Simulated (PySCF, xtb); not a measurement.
TlCl, SMILES [Cl][Tl].

xtb with GFN2-xTB at its own geometry gives an orbital gap of 6.46 eV and a dipole moment of 7.62 D.

The structure is a stationary point at B3LYP-D3(BJ)/def2-TZVP. The def2 effective core potentials stand for the cores of Tl; spin–orbit coupling is left out.

Task: What does r2SCAN/def2-TZVPD (PySCF) give? (An estimate is asked for; the answer gives what the named calculation found.)

Result: gap 4.54 eV (levels -6.74 and -2.21 eV), dipole 4.66 D.
